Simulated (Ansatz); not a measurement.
Reactions of CH$_{6}$AlNSi, SMILES `[AlH2][N]=C[SiH3]`.

Isolated molecules relaxed with PBE0-D4/def2-TZVP in Ansatz; ΔE leaves out vibrations. CCSD(T)/CBS is the MP2 limit (def2-TZVPP, def2-QZVPP) plus CCSD(T) − MP2 in def2-TZVPP, frozen cores. This one scheme is used for every species. Double bonds are as drawn, so ΔE can hold a change between cis and trans. For Br outer-core shells are correlated without core-valence functions, which leaves a few kJ/mol of doubt a bond. Scalar relativity is left out up to krypton. Each species was taken in one conformer, which may not be the lowest.

(1) Order these by ΔE at CCSD(T)/CBS, lowest first. (Estimate.)
A. `[AlH2]/[N]=C\[SiH3]` + `O[SiH](O)Br` → `O[SiH](Br)[O][AlH2]` + `N=C[SiH3]`
B. `[AlH2]/[N]=C\[SiH3]` + H–F → `[F][AlH2]` + `N=C[SiH3]`
C. `[AlH2]/[N]=C\[SiH3]` → `[SiH3][N]1[CH2][AlH]1`
D. `[AlH2]/[N]=C\[SiH3]` + `C=CCl` → `[AlH2]/[CH]=C/Cl` + `N=C[SiH3]`
E. `[AlH2]/[N]=C\[SiH3]` + `C[CH2][AlH][OH]` → `C[CH2][AlH][O][SiH3]` + `C=[N][AlH2]`
F. `[AlH2]/[N]=C\[SiH3]` + `BBC` → `BBC[SiH3]` + `C=[N][AlH2]`
G. `[AlH2]/[N]=C\[SiH3]` → `C[N]1[AlH][SiH2]1`

Largest T1 diagnostic: 0.015, for `[AlH2]/[N]=C\[SiH3]`.

Results:

(1) E (-121.9 kJ/mol), B (-106.4 kJ/mol), A (-85.6 kJ/mol), G (-36.9 kJ/mol), F (-24.7 kJ/mol), C (+0.2 kJ/mol), D (+61.4 kJ/mol).
